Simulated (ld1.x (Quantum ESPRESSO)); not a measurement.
**Pseudopotential generation for rhenium (Re): TM semilocal, Wu–Cohen, scalar-relativistic.**

* Element: rhenium (Re)
* Generator: ld1.x (Quantum ESPRESSO) 7.5
* Type: norm-conserving Troullier–Martins (semilocal form)
* Functional: Wu–Cohen
* Relativity: scalar-relativistic
* Frozen core: [Xe] 4f14
* Valence charge: 7
* Reference configuration: 5d6 6s1 6p0
* Partial waves: 6s (bound): rc 2.70 bohr; 6p (bound, empty): rc 2.28 bohr; 5d (bound): rc 1.45 bohr
* Local potential: the d channel
* Core correction: a·sin(br)/r model core inside 1.30 bohr

All-electron outer shells of the reference configuration (Wu–Cohen, scalar-relativistic, ld1.x):

```csv
shell,level (eV),outermost node (bohr),outermost maximum (bohr)
5p,-45.00,0.56,1.06
4f,-40.12,–,0.41
6s,-5.34,1.25,2.61
5d,-4.03,0.62,1.45
6p,-1.00,1.50,3.74
```

What the tests gave:

```
Cutoffs needed           : 35 Ry and 60 Ry (the cutoffs (Ry, on a coarse ladder) from which the occupation-weighted sum of valence levels, in a spherical-Bessel basis at the reference potential, stays within 10 and 1 mRy of its value at 400 Ry)
Ghost test               : no extra level below or beside the all-electron valence levels (s, p, d tested); the semilocal form is local in each channel, so this says nothing of the separable form that plane-wave codes build from it (spherical-Bessel basis up to 400 Ry, 20 bohr box)
Largest excitation error : -161 meV (all-electron minus pseudo) for 5d4 6s2 6p0, out of 7 test configurations
```

Generation and tests took about 1.4 s on one core of a shared server CPU.
